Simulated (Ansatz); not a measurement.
Geometry optimisation, RKS PBE0-D4/6-31G* in Ansatz.

The input (input.yaml):

```yaml
crystal:
  periodic: [false, false, false]
  atoms:
    - { symbol: Si, position_ang: [0.321751, 0.04062, -0.058919] }
    - { symbol: Cl, position_ang: [0.336758, -0.093519, 2.0459] }
    - { symbol: H, position_ang: [1.758945, 0.052101, -0.417479] }
    - { symbol: F, position_ang: [-0.289416, 1.437587, -0.52913] }
    - { symbol: H, position_ang: [-0.370008, -1.128493, -0.632492] }
    - { symbol: O, position_ang: [-2.455437, -0.013085, 0.700535] }
    - { symbol: H, position_ang: [-2.827463, -0.90692, 0.674077] }
    - { symbol: H, position_ang: [-2.19513, 0.105409, 1.642407] }
basis:
  gaussian: { orbitals: "6-31G*" }
hamiltonian:
  xc: pbe0
  dispersion: d4
relax:
  f_tol: 0.03
  max_steps: 50
```

Run as:

```bash
$ ansatz run input.yaml --threads 1 --pin off --max-ram 2048MiB --backend cpu --events-out ev --progress --plain --runs-dir out
```

Q: Where does it end, and by what steps?

A: It converged. The force dipped under the threshold on the way, but the program's further checks kept it going. After 23 steps the energy has fallen by 0.113 eV; H8 moved furthest, 1.13 Å.

| step | energy less start (eV) | largest force component (eV/Å) | accepted |
| --- | --- | --- | --- |
| 0 | 0.0000 | 0.794 | yes |
| 1 | -0.0086 | 1.353 | yes |
| 2 | 0.0218 | 1.864 | no |
| 3 | -0.0377 | 0.182 | yes |
| 4 | -0.0421 | 0.219 | yes |
| 5 | -0.0405 | 0.915 | no |
| 6 | -0.0481 | 0.184 | yes |
| 7 | -0.0541 | 0.186 | yes |
| 8 | -0.0600 | 0.415 | yes |
| 9 | -0.0599 | 0.945 | no |
| 10 | -0.0670 | 0.239 | yes |
| 11 | -0.0748 | 0.238 | yes |
| 12 | -0.0795 | 0.675 | yes |
| 13 | -0.0726 | 0.453 | no |
| 14 | -0.0922 | 0.386 | yes |
| 15 | -0.1019 | 0.099 | yes |
| 16 | -0.1087 | 0.110 | yes |
| 17 | -0.1100 | 0.223 | yes |
| 18 | -0.0568 | 1.560 | no |
| 19 | -0.1128 | 0.014 | yes |
| 20 | -0.1079 | 0.487 | no |
| 21 | -0.1131 | 0.016 | yes |
| 22 | -0.1130 | 0.076 | no |
| 23 | -0.1132 | 0.023 | yes |

```xyz
8
Properties=species:S:1:pos:R:3
Si 0.295 -0.027 -0.013
Cl 0.451 -0.663 1.943
H 1.692 0.257 -0.420
F -0.469 1.386 -0.075
H -0.317 -1.059 -0.866
O -2.422 -0.352 0.625
H -2.409 -0.653 1.544
H -2.540 0.605 0.687
```

Whether the end is a true minimum wasn't checked by a vibrational analysis.

Time of the run: 90 s on 1 thread of Arm Neoverse V1 (shared host), peak memory 0.15 GiB.
